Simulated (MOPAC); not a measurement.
Input for MOPAC: PM7 on BFH4O (a complex), monomers drawn apart or pushed together.

```
PM7 1SCF PRECISE CHARGE=0 THREADS=1
BFH4O

B     -0.32077891 1     0.54307438 1     1.32237923 1
F     -0.58585563 1    -0.69212587 1     0.77599864 1
H      0.71386174 1     1.04776723 1     0.98142700 1
H     -1.28113066 1     1.23265026 1     1.53135889 1
O      0.17340761 1     0.13658400 1     3.25203814 1
H      0.91818842 1    -0.48083972 1     3.22595705 1
H     -0.57455332 1    -0.34130759 1     3.63772719 1
```

The log:

```
*******************************************************************************
 **                                                                           **
 **                              MOPAC v23.2.5                                **
 **                                                                           **
 *******************************************************************************
 ** MOPAC's Digital Object Identifier: https://doi.org/10.5281/zenodo.6511958 **
 **                                                                           **
 ** Please cite the open-source release paper for use of this MOPAC version:  **
 ** J. E. Moussa and J. J. P. Stewart (2026)                                  **
 ** MOPAC: An open-source semiempirical molecular orbital program             **
 ** J. Open Source Softw., 11(119), 8025, https://doi.org/10.21105/joss.08025 **
 *******************************************************************************

                              PM7 CALCULATION RESULTS

 *******************************************************************************
 *  PM7        - The PM7 Hamiltonian to be used
 *
 *
 *
 *                 CHARGE ON SYSTEM = 0
 *
 *
 *
 *  PRECISE    - TIGHTER CRITERIA TO BE USED
 *  1SCF       - DO 1 SCF AND THEN STOP
 *  THREADS=1  - MULTI-THREADING NOT USED
 *  T=         - A TIME OF 172800.0 SECONDS REQUESTED
 *  DUMP=N     - RESTART FILE WRITTEN EVERY 7200.0 SECONDS REQUESTED
 *******************************************************************************
PM7 1SCF PRECISE CHARGE=0 THREADS=1
 BFH4O

   ATOM   CHEMICAL          X               Y               Z
  NUMBER   SYMBOL      (ANGSTROMS)     (ANGSTROMS)     (ANGSTROMS)

     1       B         -0.32077891  *   0.54307438  *   1.32237923  *
     2       F         -0.58585563  *  -0.69212587  *   0.77599864  *
     3       H          0.71386174  *   1.04776723  *   0.98142700  *
     4       H         -1.28113066  *   1.23265026  *   1.53135889  *
     5       O          0.17340761  *   0.13658400  *   3.25203814  *
     6       H          0.91818842  *  -0.48083972  *   3.22595705  *
     7       H         -0.57455332  *  -0.34130759  *   3.63772719  *



          CARTESIAN COORDINATES

    NO.       ATOM           X           Y           Z

     1         B         -0.3208      0.5431      1.3224
     2         F         -0.5859     -0.6921      0.7760
     3         H          0.7139      1.0478      0.9814
     4         H         -1.2811      1.2327      1.5314
     5         O          0.1734      0.1366      3.2520
     6         H          0.9182     -0.4808      3.2260
     7         H         -0.5746     -0.3413      3.6377

 General Reference for PM7:
 "Optimization of Parameters for Semiempirical Methods VI: More Modifications to the
 NDDO Approximations and Re-optimization of Parameters", J. J. P. Stewart, J. Mol. Mod., 1:32, 19 (2013)
 https://link.springer.com/article/10.1007/s00894-012-1667-x

           Empirical Formula: H4 O B F  =     7 atoms



      MOLECULAR POINT GROUP   :   Cs


      RHF CALCULATION, NO. OF DOUBLY OCCUPIED LEVELS = 10


 -------------------------------------------------------------------------------
 PM7 1SCF PRECISE CHARGE=0 THREADS=1
 BFH4O



     1SCF WAS SPECIFIED, SO BFGS WAS NOT USED
     SCF FIELD WAS ACHIEVED


                              PM7 CALCULATION
                                                       MOPAC v23.2.5 Linux




          FINAL HEAT OF FORMATION =       -137.74320 KCAL/MOL =    -576.31756 KJ/MOL


          COSMO AREA              =         85.66 SQUARE ANGSTROMS
          COSMO VOLUME            =         66.07 CUBIC ANGSTROMS

          IONIZATION POTENTIAL    =         10.994148 EV
          HOMO LUMO ENERGIES (EV) =        -10.994  0.197
          NO. OF FILLED LEVELS    =         10
          MOLECULAR WEIGHT        =         49.8394         POINT GROUP:  Cs

          MOLECULAR DIMENSIONS (Angstroms)

            Atom       Atom       Distance
            H     7    H     3     3.26274
            H     6    H     4     3.01754
            F     2    O     5     2.16851


          SCF CALCULATIONS        =          1





   ATOM   CHEMICAL          X               Y               Z
  NUMBER   SYMBOL      (ANGSTROMS)     (ANGSTROMS)     (ANGSTROMS)

     1       B         -0.32077891  *   0.54307438  *   1.32237923  *
     2       F         -0.58585563  *  -0.69212587  *   0.77599864  *
     3       H          0.71386174  *   1.04776723  *   0.98142700  *
     4       H         -1.28113066  *   1.23265026  *   1.53135889  *
     5       O          0.17340761  *   0.13658400  *   3.25203814  *
     6       H          0.91818842  *  -0.48083972  *   3.22595705  *
     7       H         -0.57455332  *  -0.34130759  *   3.63772719  *

                             CARTESIAN COORDINATES

   1    B       -0.320778910     0.543074380     1.322379230
   2    F       -0.585855630    -0.692125870     0.775998640
   3    H        0.713861740     1.047767230     0.981427000
   4    H       -1.281130660     1.232650260     1.531358890
   5    O        0.173407610     0.136584000     3.252038140
   6    H        0.918188420    -0.480839720     3.225957050
   7    H       -0.574553320    -0.341307590     3.637727190


           Empirical Formula: H4 O B F  =     7 atoms



      MOLECULAR POINT GROUP   :   Cs


                  EIGENVALUES
 -38.83943 -30.85939 -19.08997 -16.55190 -15.68658 -15.42392 -14.86880 -13.77315
 -12.79912 -10.99415   0.19745   3.03518   3.20046   4.22173   5.16984   6.24509


              NET ATOMIC CHARGES AND DIPOLE CONTRIBUTIONS

  ATOM NO.   TYPE          CHARGE      No. of ELECS.   s-Pop       p-Pop
    1          B           0.160043        2.8400     0.78774     2.05221
    2          F          -0.364157        7.3642     1.95170     5.41246
    3          H           0.040539        0.9595     0.95946
    4          H           0.040518        0.9595     0.95948
    5          O          -0.570490        6.5705     1.80361     4.76688
    6          H           0.346776        0.6532     0.65322
    7          H           0.346772        0.6532     0.65323
 DIPOLE           X         Y         Z       TOTAL
 POINT-CHG.     0.765     0.328     2.670     2.796
 HYBRID         0.007    -1.141     0.409     1.212
 SUM            0.772    -0.813     3.079     3.277


          ATOMIC ORBITAL ELECTRON POPULATIONS

     Atom    s        px        py        pz
    1  B   0.78774   1.08130   0.67424   0.29667
    2  F   1.95170   1.96770   1.59109   1.85366
    3  H   0.95946
    4  H   0.95948
    5  O   1.80361   1.40847   1.54746   1.81095
    6  H   0.65322
    7  H   0.65323

 **********************
 *                    *
 * JOB ENDED NORMALLY *
 *                    *
 **********************




 == MOPAC DONE ==
```

The run finished.

Cost: about 0.010 core-seconds (a rough figure).
